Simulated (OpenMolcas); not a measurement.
A calculation on Ti²⁺.

| Quantity | Value |
| --- | --- |
| Program | OpenMolcas 26.06 |
| Method | RASSCF |
| Basis | ANO-RCC-VQZP [7s6p4d3f2g1h] |
| Scalar Hamiltonian | DKH2, point nucleus |
| Active space | 8 electrons in 8 orbitals (RAS1 3p, at most 2 holes; RAS2 3d) |
| State averaging | 2S+1 = 3 even, 10 roots; 2S+1 = 1 even, 15 roots |
| Spin-orbit coupling | state interaction with AMFI integrals over the reference wave functions, term energies averaged over their components |

(1) Which level of the active space comes out lowest?

(2) How high does 3d² ³F₃ lie?

(3) How high does 3d² ¹D₂ lie?

(4) How high does 3d² ³P₂ lie?

Measured values: Corliss and Sugar, J. Phys. Chem. Ref. Data 8, 1 (1979).

## Answers

(1) 3d² ³F₂, with 100 % of that term; it is also the measured ground level.

(2) 214 cm⁻¹ above the lowest level; measured 185 cm⁻¹ above the ground level, so the calculation is off by +16 %.

(3) 10511 cm⁻¹ above the lowest level; measured 8474 cm⁻¹ above the ground level, so the calculation is off by +24 %.

(4) 13267 cm⁻¹ above the lowest level; measured 10721 cm⁻¹ above the ground level, so the calculation is off by +24 %.

Without dynamic correlation excited terms often stand tens of per cent too high (terms of higher spin than the ground term too low), and those without a measured partner can miss by more than the paired ones. Active for correlation alone: 3p; no level in the range computed is led by a configuration that opens it, so any true level of that kind is missing. Measured partners are found by configuration, term and J. A level has none where our copy of the source lacks it or the pairing is in doubt (some pairs that miss far off the trend of their configuration count as doubtful), and it then counts in no deviation. Levels of configurations outside the active space are missing.
